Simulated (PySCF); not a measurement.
**Electronic structure of Co²⁺ (cobalt, charge +2) at the UHF level**

Configuration: [Ar] 3d7, high-spin 4F determinant. Calculation: PySCF 2.14, in aug-cc-pVQZ (9s8p6d4f3g2h, 140 functions); no relativity, point nucleus.

```json
{
  "Total energy": "-1380.612122 hartree",
  "One-electron energy": "-1895.6126 hartree",
  "Hartree (Coulomb) energy": "572.7386 hartree",
  "Exchange energy": "-57.7381 hartree",
  "Kinetic energy": "1380.61844 hartree",
  "⟨S²⟩": "3.7542",
  "⟨L²⟩": "12.029",
  "Sum of ⟨r⟩": "15.43 bohr",
  "Sum of ⟨r²⟩": "15.55 bohr²",
  "Density at the nucleus (Gaussians lack the cusp)": "13300 bohr⁻³",
  "Spin density at the nucleus": "-0.462 bohr⁻³",
  "Langevin diamagnetic susceptibility": "-12.3 ×10⁻⁶ cm³/mol"
}
```

```json
{"shell": "1s α", "electrons": "1", "mean orbital energy (eV)": "-7721.5", "spread (eV)": "0", "rms radius, mean of both spins (bohr)": "0.0659"}
{"shell": "1s β", "electrons": "1", "mean orbital energy (eV)": "-7721.4", "spread (eV)": "0", "rms radius, mean of both spins (bohr)": "0.0659"}
{"shell": "2s α", "electrons": "1", "mean orbital energy (eV)": "-968.72", "spread (eV)": "0", "rms radius, mean of both spins (bohr)": "0.279"}
{"shell": "2s β", "electrons": "1", "mean orbital energy (eV)": "-965.91", "spread (eV)": "0", "rms radius, mean of both spins (bohr)": "0.279"}
{"shell": "2p α", "electrons": "3", "mean orbital energy (eV)": "-839.59", "spread (eV)": "0", "rms radius, mean of both spins (bohr)": "0.250"}
{"shell": "2p β", "electrons": "3", "mean orbital energy (eV)": "-836.85", "spread (eV)": "0", "rms radius, mean of both spins (bohr)": "0.250"}
{"shell": "3s α", "electrons": "1", "mean orbital energy (eV)": "-145.48", "spread (eV)": "0", "rms radius, mean of both spins (bohr)": "0.842"}
{"shell": "3s β", "electrons": "1", "mean orbital energy (eV)": "-137.80", "spread (eV)": "0", "rms radius, mean of both spins (bohr)": "0.842"}
{"shell": "3p α", "electrons": "3", "mean orbital energy (eV)": "-105.21", "spread (eV)": "0", "rms radius, mean of both spins (bohr)": "0.893"}
{"shell": "3p β", "electrons": "3", "mean orbital energy (eV)": "-95.937", "spread (eV)": "0", "rms radius, mean of both spins (bohr)": "0.893"}
{"shell": "3d α", "electrons": "5", "mean orbital energy (eV)": "-38.319", "spread (eV)": "1.481", "rms radius, mean of both spins (bohr)": "1.12"}
{"shell": "3d β", "electrons": "2", "mean orbital energy (eV)": "-34.664", "spread (eV)": "0", "rms radius, mean of both spins (bohr)": "1.12"}
```

Spin-orbit constants ζ (cm⁻¹) from the X2C one-electron operator on these orbitals (non-relativistic here): bare nucleus, nucleus screened by l(l+1)(2l+1)/3 electrons, and screened by the Breit-Pauli mean field of the electrons.

```json
{"shell": "2p", "bare": "80170", "screened nucleus": "74230", "mean field": "n/a"}
{"shell": "3p", "bare": "9760", "screened nucleus": "9037", "mean field": "n/a"}
{"shell": "3d", "bare": "969.2", "screened nucleus": "610.2", "mean field": "n/a"}
```

To first order the Landé constant is A = -203.4 cm⁻¹, so the lowest level has J = 9/2 and lies 0.113 eV below the centre of the term. This holds in LS coupling only.
